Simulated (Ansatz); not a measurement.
```yaml
crystal:
  periodic: [false, false, false]
  atoms:
    - {symbol: B, position_ang: [-0.999339, 0.129375, 2.151991]}
    - {symbol: P, position_ang: [-0.124386, -1.575508, 2.608364]}
    - {symbol: B, position_ang: [0.994054, -0.122532, 2.154861]}
    - {symbol: P, position_ang: [0.117978, 1.583790, 2.603642]}
    - {symbol: B, position_ang: [-0.490088, 1.656141, 0.756894]}
    - {symbol: P, position_ang: [-2.118900, 0.692485, 0.693367]}
    - {symbol: B, position_ang: [-1.654015, -0.490425, -0.761400]}
    - {symbol: P, position_ang: [-0.690555, -2.119227, -0.694565]}
    - {symbol: B, position_ang: [0.488232, -1.653722, 0.763359]}
    - {symbol: P, position_ang: [2.117192, -0.690247, 0.700778]}
    - {symbol: B, position_ang: [1.655857, 0.488001, -0.758892]}
    - {symbol: P, position_ang: [0.692260, 2.117013, -0.699614]}
    - {symbol: P, position_ang: [-1.576431, 0.117066, -2.608125]}
    - {symbol: B, position_ang: [-0.123352, -1.000125, -2.151960]}
    - {symbol: P, position_ang: [1.582847, -0.125369, -2.603853]}
    - {symbol: B, position_ang: [0.128658, 0.993285, -2.154850]}
basis:
  gaussian: {orbitals: def2-TZVP, initial_orbitals: start.molden}
hamiltonian: {xc: pbe0, dispersion: d4}
scf: {omitted_lower_state_checks: [starts]}
output: {forces: true, orbitals: {seedname: orbitals}}
```

The file start.molden holds the orbitals of an earlier run on this structure, at another level or in another basis.

```sh
$ ansatz run in.yaml --threads 4 --pin off --events-out ev --progress --plain --max-ram 6963MiB
```

Task: Does this run fit into the memory that it is given?

Result: No. It has 544 basis functions, and Ansatz plans for 8 GiB where 7 GiB are given.
